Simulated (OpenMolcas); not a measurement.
An OpenMolcas run meant for Tc (ANO-RCC-VDZP, DKH4; inactive shells 1s 2s 2p 3s 3p 3d 4s 4p; intended active space 7 electrons in 6 orbitals (4d 5s)). One step of its input:

```
&RASSCF
FileOrb=start.orb
Symmetry=1
Spin=6
nActEl=7 0 0
Inactive=9 9
Ras2=6 0
CIRoot=8 8 1
SDav=6
CIMx=300
Iter=75 100
PrWF=0.3
OrbListing=Nothing
MaxOrb=0
Atom
CIOnly
>>> COPY $Project.JobIph JOB001
```

Lines from the output:

```
...
      Number of secondary orbitals              19
      Spin quantum number                      2.5
      State symmetry                             1
Orbital specifications:
      -----------------------

      Symmetry species                           1   2
                                                ag  au
      Frozen orbitals                            0   0
      Inactive orbitals                          9   9
      Active orbitals                            6   0
      RAS1 orbitals                              0   0
      RAS2 orbitals                              6   0
      RAS3 orbitals                              0   0
      Secondary orbitals                         6  13
      Deleted orbitals                           0   0
      Number of basis functions                 21  22
      Number of CSFs                             6
      Number of root(s) required                 8
 ************ ERROR ***********
  You can't ask for more roots
  than there are configurations
 ******************************
--- Stop Module: rasscf at  /rc=_RC_INPUT_ERROR_ ---
.####################.
.# User input error #.
.####################.
```

Q: What is wrong with the input?

A: CIRoot asks for more roots than the active space has configuration state functions.
